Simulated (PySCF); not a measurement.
**1,1,2-trifluoro-2-methylcyclopropane: full NMR table**

```yaml
Formula: C4H5F3
SMILES: C[C@]1(F)CC1(F)F
InChI: InChI=1S/C4H5F3/c1-3(5)2-4(3,6)7/h2H2,1H3/t3-/m0/s1
Point_group_of_the_computed_structure: C1
Degrees_of_unsaturation: 1
Carbon_signals: 4
Proton_signals: 3
```

Mapped SMILES: `[CH3:1][C@:2]1([F:3])[CH2:4][C:5]1([F:6])[F:7]`. Each H is labelled by its parent atom. Ha(C4) is pro-R; Hb(C4) is pro-S.

Theory: shieldings: GIAO PBE0/pcSseg-1, GFN2-xTB geometry, in PySCF 2.14.0 with density-fitted response routines (equivalent nuclei averaged, a single conformation, relativity neglected, gas phase).

Referencing at the same level of theory: 1H (31.72 ppm), 13C (186.93 ppm) vs TMS; CFCl3 for 19F (170.95 ppm).

```tsv
carbon	δC, type	δH (multiplicity)	HMBC from (2–3 bonds)	span of the C tensor (ppm)
C1	18.6, CH3	1.73 (m)	Ha(C4), Hb(C4)	36
C2	81.2, C	–	H(C1), Ha(C4), Hb(C4)	114
C4	24.2, CH2	Hb(C4) 1.08 (m); Ha(C4) 1.68 (m)	H(C1)	44
C5	118.1, C	–	H(C1), Ha(C4), Hb(C4)	72
```

Other nuclei:
```
atoms  nucleus                environment  δ (ppm)  σ (ppm)
   F7      19F    fluorine of a CF2 group   -154.6    325.6
   F6      19F    fluorine of a CF2 group   -161.9    332.8
   F3      19F  fluorine on an sp3 carbon   -210.5    381.4
```

Carbon types of the structure: 2 × C, 1 × CH2, 1 × CH3, which accounts for all hydrogens. δC 118.1, 81.2, 24.2: three-membered-ring carbon. δC 18.6: methyl carbon; saturated and bonded to C and H only. δH 1.73: hydrogen on a methyl carbon. δH 1.68, 1.08: hydrogen on a three-membered-ring carbon.

Splittings by 19F in the carbon and heteronuclear signals aren't shown, as no couplings were computed. Shifts are as computed. Against solution values, carbons near 30 ppm lie about +3 ppm off and those near 130 ppm about +5 ppm. Of 246 compounds with measured shifts, 49 miss one by over three times the rms of a fit or turn the order of signals round; such compounds aren't used in these exercises. Unscaled 19F shifts against computed CFCl3 carry errors that often reach 10 to 50 ppm. No couplings were computed; multiplicities are counted from neighbouring protons, with m where these are inequivalent, close in shift, in a saturated or five-membered ring or joined by F or P, and br s for small geminal =CH2 splittings.
